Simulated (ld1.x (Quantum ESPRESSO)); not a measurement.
magnesium, TM: configuration errors across variants

* Element: magnesium (Mg)
* Generator: ld1.x (Quantum ESPRESSO) 7.5
* Type: norm-conserving Troullier–Martins (Kleinman–Bylander form)
* Functional: BP86
* Relativity: fully relativistic
* Frozen core: [He]
* Valence charge: 10
* Reference configuration: 2s2 2p6 3s0 3p0 (charge +2)
* Partial waves: 2p (bound): rc 1.25 bohr; 2s (bound): rc 0.65 bohr
* Local potential: the s channel
* Core correction: none

Open shells are filled in proportion to 2j + 1 (rel_dist='average').

All-electron excitation energies from the reference (eV): (1) 2s2 2p6 3s2 3p0 -22.997; (2) 2s2 2p6 3s1 3p0 -14.913; (3) 2s2 2p6 3s1.5 3p0 -19.794; (4) 2s2 2p5 3s2 3p0 35.680; (5) 2s2 2p6 3s1 3p1 -19.494; (6) 2s1 2p6 3s2 3p0 68.608; (7) 2s2 2p6 3s0 3p2 -15.804.

Errors AE − PS in meV (a dash: test not solved or not reliable):

| change | (1) | (2) | (3) | (4) | (5) | (6) | (7) | bound ghosts |
| --- | --- | --- | --- | --- | --- | --- | --- | --- |
| base | +27 | +20 | +24 | +350 | -17 | -98 | -76 | none |
| all radii scaled by about 0.80 (s 0.52, p 1.00 bohr) | +10 | +7.5 | +9.3 | +128 | -6.5 | -35 | -29 | none |
| all radii scaled by about 0.85 (s 0.56, p 1.06 bohr) | +13 | +9.3 | +12 | +177 | -9.8 | -57 | -41 | none |
| all radii scaled by about 1.08 (s 0.70, p 1.36 bohr) | +41 | +30 | +37 | +522 | -25 | -129 | -115 | none |
| all radii scaled by about 1.17 (s 0.76, p 1.46 bohr) | +63 | +45 | +56 | +710 | -29 | -131 | -154 | none |
| all radii scaled by about 1.36 (s 0.88, p 1.70 bohr) | +131 | +95 | +118 | +1234 | -36 | -75 | -265 | none |

Task: Give the same row for: all radii scaled by about 1.28 (s 0.84, p 1.60 bohr).

Result: +104, +75, +94, +983, -25, -83, -202; bound ghosts: none.
